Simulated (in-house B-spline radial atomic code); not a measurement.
Whole-atom quantities along the 40-electron series, configuration [Kr] 4d4. Breit and QED terms are first order and not part of the total energy; the density at the nucleus is averaged over the nuclear charge. Computed with a B-spline radial code for spherical atoms: Dirac-Hartree-Fock, average of the configuration, finite nuclei.

```tsv
ion	Z	E/Z² (Eh)	Σ<r²> (bohr²)	n(0)/Z³ (bohr⁻³)	Lamb diamagnetic shielding (ppm)	repulsion over attraction	Breit energy (eV)	self-energy (eV)	vacuum polarisation (eV)	Dirac less non-relativistic energy (Eh)
Nb+	41	-2.2712	39.336	1.1629	3989.36	0.15666	60.37	45.257	-5.0163	-64.649
Mo2+	42	-2.2939	31.124	1.1901	4122.02	0.15482	65.572	49.233	-5.5464	-71.773
Tc3+	43	?	?	?	?	?	?	?	?	?
Ru4+	44	-2.3377	22.645	1.2507	4387.52	0.15072	76.913	57.941	-6.7396	-87.85
Rh5+	45	-2.3589	19.963	1.2837	4520.78	0.14858	83.071	62.694	-7.4082	-96.875
Pd6+	46	-2.3796	17.823	1.3172	4654.54	0.14643	89.567	67.727	-8.1286	-106.6
Ag7+	47	-2.3998	16.064	1.3531	4788.86	0.14427	96.411	73.051	-8.9042	-117.08
Cd8+	48	-2.4196	14.588	1.3885	4923.8	0.14211	103.61	78.678	-9.7378	-128.34
In9+	49	-2.439	13.33	1.4279	5059.4	0.13998	111.18	84.619	-10.634	-140.42
Sn10+	50	?	?	?	?	?	?	?	?	?
Sb11+	51	?	?	?	?	?	?	?	?	?
Te12+	52	-2.4947	10.464	1.5513	5470.59	0.13372	136.21	104.46	-13.729	-182.09
```

(1) Fill in the row of Tc3+.

(2) Fill in the row of Sn10+.

(3) Fill in the row of Sb11+.

(4) With what power of Z does the column «Σ<r²> (bohr²)» change over this range?

Results:

(1) E/Z² (Eh): -2.3161; Σ<r²> (bohr²): 26.157; n(0)/Z³ (bohr⁻³): 1.2208; Lamb diamagnetic shielding (ppm): 4254.65; repulsion over attraction: 0.15281; Breit energy (eV): 71.084; self-energy (eV): 53.458; vacuum polarisation (eV): -6.1201; Dirac less non-relativistic energy (Eh): -79.496.

(2) E/Z² (Eh): -2.4579; Σ<r²> (bohr²): 12.244; n(0)/Z³ (bohr⁻³): 1.4676; Lamb diamagnetic shielding (ppm): 5195.7; repulsion over attraction: 0.13787; Breit energy (eV): 119.13; self-energy (eV): 90.888; vacuum polarisation (eV): -11.595; Dirac less non-relativistic energy (Eh): -153.38.

(3) E/Z² (Eh): -2.4765; Σ<r²> (bohr²): 11.297; n(0)/Z³ (bohr⁻³): 1.5094; Lamb diamagnetic shielding (ppm): 5332.75; repulsion over attraction: 0.13578; Breit energy (eV): 127.47; self-energy (eV): 97.497; vacuum polarisation (eV): -12.626; Dirac less non-relativistic energy (Eh): -167.25.

(4) A fit of the logarithm of its size against log Z from Z = 41 to 52 has slope -5.32. Unscreened non-relativistic hydrogenic orbitals would give -2.
